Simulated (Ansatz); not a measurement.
System: GeNH2Br, charge 0, singlet. GeNH2Br (SMILES [NH2][Ge][Br]).
B3LYP-D3(BJ)/def2-TZVP minimum from Ansatz (a first-principles code):
```
N
H 1 1.0097
H 1 1.0099 2 113.23
Ge 1 1.8236 2 122.11 3 180.00
Br 4 2.4011 1 96.11 2 -180.00
```

Property: atomisation energy (electronic, to ground-state atoms), in kJ/mol. Open shells are spin-unrestricted; no spin-orbit coupling. Cores are frozen in correlated methods (noble-gas shells, and filled d and f shells in the p block). No relativity. CBS(X,Y): correlation extrapolated as X^-3, Hartree-Fock from the larger set (Q,5: extrapolated as (X+1)exp(-9√X)). A bracket is a step between two methods taken in the basis named. For partners of very few electrons the exact lower level stands in for a higher one. Spin-orbit terms, left out, reach several kcal/mol for Br and I, and more for heavier atoms.

CCSD(T)/CBS(cc-pVQZ,cc-pV5Z) + [CCSDT(Q) - CCSD(T)]/cc-pVTZ (Ansatz) gives 1507.4 kJ/mol.

What does PBE/def2-TZVPD (Ansatz) give here, and how do the other levels compare?

PBE gives 1548.2 kJ/mol, 40.8 kJ/mol above it. Differences of the others: B3LYP/def2-TZVPD (Ansatz) -8.0; PBE0/def2-TZVPD (Ansatz) -11.1; CCSD(T)/CBS(cc-pVQZ,cc-pV5Z) (Ansatz) -1.5 kJ/mol.
